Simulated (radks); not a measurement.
The numbers below are computed, except where a source is named.
Problem. Ionisation of Lu49+, [Ar] 3d4, to Lu50+, [Ar] 3d3, under several functionals. Non-relativistic Kohn-Sham, spin-unpolarised, spherical densities, point nucleus; a radial shooting solver on a logarithmic mesh with Libxc functionals. Known Delta-SCF values: PW91 4358.1 eV; LDA (Slater exchange, Perdew-Wang correlation) 4357.4 eV. What does exchange-only LDA give, and what is its highest occupied eigenvalue?

Solution. 4354.0 eV by Delta-SCF; the 3d eigenvalue is -4289.7 eV. NIST: 4403 eV (theoretical).

Beside tabulated values, note that relativity, absent from the non-relativistic runs, is large for the heavy elements, and spin-unpolarised runs miss the spin-polarisation part of the exchange energy of open shells.
